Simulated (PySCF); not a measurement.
**Working out the ionisation energy of Nb²⁺**

Nb²⁺ [Kr] 4d3 (4F) → Nb³⁺ [Kr] 4d2 (3F). Computed with PySCF 2.14 in cc-pVTZ-PP with ECP28MDF (5s5p4d2f1g, 63 functions), with a scalar-relativistic core potential. Frozen: 4s2 4p6. Energies in hartree (1 hartree = 27.21139 eV):

```json
{"part": "UHF", "Nb²⁺ (lower)": "-55.449672", "Nb³⁺ (upper)": "-54.559195"}
{"part": "MP2 opposite-spin", "Nb²⁺ (lower)": "0.000000", "Nb³⁺ (upper)": "0.000000"}
{"part": "MP2 same-spin", "Nb²⁺ (lower)": "-0.014913", "Nb³⁺ (upper)": "-0.003531"}
```

What does Hartree-Fock give?

(-54.559195) − (-55.449672) = 0.890477 hartree = 24.231 eV.

What do MP2 and SCS-MP2 (6/5 opposite-spin, 1/3 same-spin) give?

The opposite-spin parts differ by 0.000 eV and the same-spin parts by 0.310 eV. MP2: 24.231 + (0.000) + (0.310) = 24.541 eV. SCS-MP2: 24.231 + 1.2 × (0.000) + (0.310)/3 = 24.334 eV.

Reference: 25.04 eV (semi-empirical (NIST evaluation); NIST Atomic Spectra Database, ionization energies), between the lowest levels; spin-orbit coupling is absent from the calculation.

What remains against the reference includes basis incompleteness, the frozen core and correlation beyond second order.
